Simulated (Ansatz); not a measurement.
## Ligand exchange: B(CH3)2F + C3H6S → B(CH3)2(SH) + C3H5F

Species: B(CH3)2F, singlet; C3H6S (allyl mercaptan) `C=CCS`, singlet; B(CH3)2(SH), singlet; C3H5F (allyl fluoride) `C=CCF`, singlet. The partners trade F for SH: B–F and C–SH bonds give way to B–SH and C–F.

Shapes, held fixed at every level: PBE0-D4/def2-TZVP. Flexible molecules stand in one conformer, not always the lowest. Programs: Ansatz 0.2.0. Electronic energies: no zero-point or thermal term.

(1) Estimate ΔE of this reaction.

## Answers

(1) The highest level, CCSD(T)/CBS estimate, gives ΔE = +94.7 kJ/mol; the levels span +88.4 to +98.1. The column of differences is taken from that level and isn't an error. No measured value is set beside it here. The CBS estimate extrapolates MP2 from def2-TZVPP and def2-QZVPP and adds CCSD(T) − MP2 in the triple-zeta set, cores frozen. Times are processor times on shared x86 and Arm servers, and rough.

```
               level                    kind  ΔE (kJ/mol)  less CCSD(T)/CBS estimate  CPU time (sum over the molecules)
 B3LYP-D4/def2-TZVPP           global hybrid        +91.6                       -3.1                               32 s
  PBE0-D4/def2-TZVPP           global hybrid        +88.4                       -6.3                               21 s
  wB97X-V/def2-TZVPP  range-separated hybrid        +90.5                       -4.2                               54 s
   B2PLYP/def2-TZVPP           double hybrid        +94.5                       -0.2                               38 s
      MP2/def2-TZVPP     perturbation theory        +98.1                       +3.4                                  –
     CCSD/def2-TZVPP   coupled cluster or CI        +94.9                       +0.2                                  –
CCSD(T)/CBS estimate   coupled cluster or CI        +94.7                        0.0                             12 min
```
